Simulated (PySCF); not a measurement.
**Radial density of Hf (hafnium, neutral)**

UHF, [Xe] 4f14 5d4, high-spin 5D determinant (an excited configuration). All numbers are calculated (PySCF 2.14, a scalar-relativistic core potential, in aug-cc-pVDZ-PP with ECP60MDF). This is the valence pseudo-density: the core potential removes the inner electrons and smooths the orbitals near the nucleus.

```json
{"r (bohr)": "0.141", "4πr²ρ (e/bohr)": "2.849e-05", "4πr²(ρα − ρβ)": "0.0000"}
{"r (bohr)": "0.237", "4πr²ρ (e/bohr)": "0.0001279", "4πr²(ρα − ρβ)": "0.0000"}
{"r (bohr)": "0.398", "4πr²ρ (e/bohr)": "0.02107", "4πr²(ρα − ρβ)": "0.0011"}
{"r (bohr)": "0.670", "4πr²ρ (e/bohr)": "2.147", "4πr²(ρα − ρβ)": "0.0339"}
{"r (bohr)": "1.13", "4πr²ρ (e/bohr)": "9.110", "4πr²(ρα − ρβ)": "0.7447"}
{"r (bohr)": "1.90", "4πr²ρ (e/bohr)": "3.861", "4πr²(ρα − ρβ)": "1.5729"}
{"r (bohr)": "3.19", "4πr²ρ (e/bohr)": "0.9235", "4πr²(ρα − ρβ)": "0.8663"}
{"r (bohr)": "5.36", "4πr²ρ (e/bohr)": "0.1789", "4πr²(ρα − ρβ)": "0.1787"}
{"r (bohr)": "9.02", "4πr²ρ (e/bohr)": "0.009185", "4πr²(ρα − ρβ)": "0.0092"}
{"r (bohr)": "15.2", "4πr²ρ (e/bohr)": "4.396e-05", "4πr²(ρα − ρβ)": "0.0000"}
```

Energies and moments cover only the electrons outside the core potential. Spin-orbit coupling, absent here, splits the open shell strongly.
